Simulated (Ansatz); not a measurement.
Two isomers of C2H6SSi: A = `CC[Si]S`, B = `SC1C[SiH2]1`.

Computed with Ansatz on PBE0-D4/def2-TZVP structures; ΔE is electronic, products minus reactants. CCSD(T)/CBS adds triple-zeta CCSD(T) − MP2 to the extrapolated MP2 energy (def2 sets, frozen cores). This one scheme is used for every species. Functionals use def2-TZVPP. B3LYP here is the variant with VWN-RPA as its local correlation; programs differ in this. One conformer a species, not always the lowest.

A:

Z-matrix (Å, degrees):
```
C
C 1 1.525
H 1 1.093 2 111.8
H 1 1.093 2 111.4 3 -120.3
H 1 1.093 2 111.4 3 120.3
Si 2 1.909 1 113.6 3 -179.6
H 2 1.098 1 110.9 3 -58.4
H 2 1.098 1 110.9 3 58.7
S 6 2.136 2 99.6 1 -179.3
H 9 1.348 6 100.8 2 0.1
```

B:

Z-matrix (Å, degrees):
```
C
C 1 1.546
Si 1 1.856 2 64.9
S 1 1.785 2 114.3 3 -114.6
H 1 1.086 2 114.2 3 111.7
H 2 1.085 1 115.7 3 -113.1
H 2 1.085 1 115.6 3 111.3
H 3 1.478 1 118.6 2 105.1
H 3 1.475 1 118.3 2 -106.5
H 4 1.343 1 98.6 2 140.4
```

Which is lower in electronic energy at CCSD(T)/CBS, and by how much? (Best estimate.)

The calculation gave: A, by 104.0 kJ/mol.

Give E(B) − E(A) in kJ/mol with B3LYP, BLYP-D4, B2PLYP, PBE0-D4, CCSD(T)/def2-SVP, CCSD/def2-TZVPP, HF/def2-TZVPP. (Best estimate.)

Ansatz gave: B3LYP 112.7, BLYP-D4 116.8, B2PLYP 106.8, PBE0-D4 99.5, CCSD(T)/def2-SVP 113.1, CCSD/def2-TZVPP 108.4, HF/def2-TZVPP 114.8. None reverses the order clearly.

Does the order hold for the free energy at 298.15 K (harmonic terms from PBE0-D4)? (Estimate.)

Ansatz gave: Yes: G(B) − G(A) = +95.3 kJ/mol, for one conformer each. Modes under 60 cm⁻¹, often nearly free rotors, make the harmonic entropy too high.

Largest T1 diagnostic: 0.013.

At CCSD(T), def2-SVP lies +9.1 kJ/mol from the extrapolated value and def2-TZVPP +2.4 kJ/mol. From PBE to PBE0 (25 % exact exchange), in def2-TZVPP and without D4, E(B) − E(A) moves by −4.1 kJ/mol.
